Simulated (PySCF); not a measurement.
SiH2Cl2, SMILES Cl[SiH2]Cl.

Geometry: B3LYP-D3(BJ)/def2-TZVP. The isomer is the one that the SMILES or the coordinates give; other isomers of the formula were not compared.

Two levels are set side by side: TDDFT-PBE/def2-SVPD (PySCF) and TDDFT-CAM-B3LYP/def2-SVPD (PySCF). Vertical, same geometry. The lowest singlet is HOMO→LUMO 99 % with PBE and HOMO→LUMO 93 % with the other functional; states are paired by order. Differences are taken from unrounded values.

```csv
quantity,TDDFT-CAM-B3LYP
lowest singlet excitation (eV),7.56
lowest triplet excitation (TDA) (eV),7.19
first bright state (f over 0.05) (eV),8.30
its oscillator strength,0.05
```

Task: What does TDDFT-PBE give, and how far is it from TDDFT-CAM-B3LYP? (Estimate from the structure and the level; the computed values follow.)

Result: 
```json
[
 {"quantity": "lowest singlet excitation (eV)", "TDDFT-PBE": "6.72", "TDDFT-PBE minus TDDFT-CAM-B3LYP": "-0.84"},
 {"quantity": "lowest triplet excitation (TDA) (eV)", "TDDFT-PBE": "6.43", "TDDFT-PBE minus TDDFT-CAM-B3LYP": "-0.76"},
 {"quantity": "first bright state (f over 0.05) (eV)", "TDDFT-PBE": "7.87", "TDDFT-PBE minus TDDFT-CAM-B3LYP": "-0.43"},
 {"quantity": "its oscillator strength", "TDDFT-PBE": "0.07", "TDDFT-PBE minus TDDFT-CAM-B3LYP": "0.02"}
]
```

A lower first singlet is the usual sign of a functional without exact exchange. Differences between two approximate levels are no errors against the true value.

Rough cost on one machine, each run with all the roots and properties that it gave: TDDFT-CAM-B3LYP against TDDFT-PBE about 6 times.
